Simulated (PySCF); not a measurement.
# MnO₄⁻, singlet: molecular constants

Method: PBE0 in PySCF with Mn def2-SVPD, O def2-SVPD; no relativity; density-fitted integrals.

The structure is a minimum.

```xyz
5
charge -1 multiplicity 1, angstrom
Mn    0.0000    0.0000    0.0000
O    -0.9130   -0.9130   -0.9130
O     0.9130    0.9130   -0.9130
O    -0.9130    0.9130    0.9130
O     0.9130   -0.9130    0.9130
```

* Point group: Td
* Bond lengths: Mn–O 1.581 Å (×4)
* Bond angles: O–Mn–O 109.5° (×6)
* Zero-point energy: 36.1 kJ/mol
* Principal polarisabilities: 53.6, 53.6, 53.6 bohr³
* Enthalpy at 298.15 K above 0 K: 14.23 kJ/mol
* Rotational symmetry number: 12
* Highest occupied level: -3.27 eV
* Rotational constants: 0.158, 0.158, 0.158 cm⁻¹
* Dipole moment about the centre of mass: 0.00 D
* Heat capacity Cp at 298.15 K: 69.9 J/(mol K)
* Entropy at 298.15 K and 1 bar: 275.5 J/(mol K)
* Lowest empty level: 1.32 eV
* Principal quadrupole moments (Buckingham, traceless) about the centre of mass: 0.00, 0.00, 0.00 D Å

Harmonic modes (masses in u: Mn 54.938, O 15.995):
```
symmetry  ω (cm⁻¹)  IR (km/mol, summed over degenerate members)  μ (u)     type
       e       383                                          0.0  15.99     bend
      t2       431                                          0.8  18.87     bend
      a1       961                                          0.0  15.99  stretch
      t2      1007                                          835  20.75  stretch
```

In Td the vibrations span e + 2t2 + a1. The a1, e modes carry no infrared intensity, as symmetry demands.

Charges (e); Mulliken and Löwdin values are unreliable with diffuse functions:
| atom | Mulliken | Löwdin | polar tensor | Mayer order to Mn1 |
| --- | --- | --- | --- | --- |
| Mn1 | 2.00 | 1.15 | 1.85 | – |
| O2,3,4,5 | -0.75 | -0.54 | -0.71 | 1.18 |

Mulliken populations on Mn1: s 5.78, p 12.14, d 5.06, f 0.02.

Formally Mn is in oxidation state +7, d0. The polar-tensor charge on Mn, 1.85, is far below the formal one.

Stability towards spin polarisation was not tested. This need not be the most stable arrangement of these atoms. The lowest empty level of this anion is unbound, so it and the gap depend on the basis.

The final relaxation and frequency run took 20 s on 4 threads of a shared Arm Neoverse V2 host, with 126 basis functions and 6 gradients; the process peaked at 1.5 GiB.
